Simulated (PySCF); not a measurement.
# Which functional comes closest?

Molecule: `[BH3-][P+](F)(F)F`, BF3H3P.

Molfile (atoms numbered from 1):
```
BF3H3P
     RDKit          3D

  8  7  0  0  0  0  0  0  0  0999 V2000
    1.0904   -0.0970    0.0288 B   0  0  0  0  0  0  0  0  0  0  0  0
   -0.7376    0.0603   -0.0285 P   0  0  0  0  0  0  0  0  0  0  0  0
   -1.5252   -0.7247   -1.1377 F   0  0  0  0  0  0  0  0  0  0  0  0
   -1.3343    1.4966   -0.2443 F   0  0  0  0  0  0  0  0  0  0  0  0
   -1.5536   -0.3835    1.2375 F   0  0  0  0  0  0  0  0  0  0  0  0
    1.2638   -1.2860    0.2167 H   0  0  0  0  0  0  0  0  0  0  0  0
    1.3746    0.6250    0.9675 H   0  0  0  0  0  0  0  0  0  0  0  0
    1.4290    0.3177   -1.0641 H   0  0  0  0  0  0  0  0  0  0  0  0
  1  2  1  0
  2  3  1  0
  2  4  1  0
  2  5  1  0
  1  6  1  0
  1  7  1  0
  1  8  1  0
M  CHG  2   1  -1   2   1
M  END
```

Geometry PBE0-D3(BJ)/def2-SVP throughout; GIAO in PySCF 2.14, gas phase, one conformer, non-relativistic; equivalent atoms averaged; basis pcSseg-2.

Reference values (measured; O. Kühl, Phosphorus-31 NMR Spectroscopy, Springer 2008, chapter 6 (publisher's sample)): δ(P2) = 107.0 ppm vs 85 % H3PO4. Computed shifts are taken against H3PO4, calculated as an isolated molecule at each level.

Question: How do the functionals HF, LDA, PBE, BLYP, BP86, OPBE, KT2, KT3, B97-D, B3LYP, PBE0, mPW1PW91 perform against the reference? Times are CPU seconds on 1 thread of an Arm Neoverse V1, shared host; the GGAs took longer than the global hybrids here, which isn't the general rule, and the cause wasn't traced.

Answer: 
```csv
functional,kind,P2,abs. error P,core-s
HF,Hartree–Fock,105.0,2.0,8.9
LDA,LDA,126.8,19.8,19
PBE,GGA,120.9,13.9,23
BLYP,GGA,123.2,16.2,23
BP86,GGA,121.7,14.7,23
OPBE,GGA,114.0,7.0,23
KT2,GGA,113.2,6.2,24
KT3,GGA,110.9,3.9,24
B97-D,GGA,117.6,10.6,23
B3LYP,global hybrid,120.8,13.8,15
PBE0,global hybrid,117.9,10.9,15
mPW1PW91,global hybrid,118.7,11.7,15
```

For 31P the closest is HF (2.0 ppm) and the furthest LDA (19.8 ppm). One molecule is a small sample, and vibrational and solvent effects are absent from the calculation.
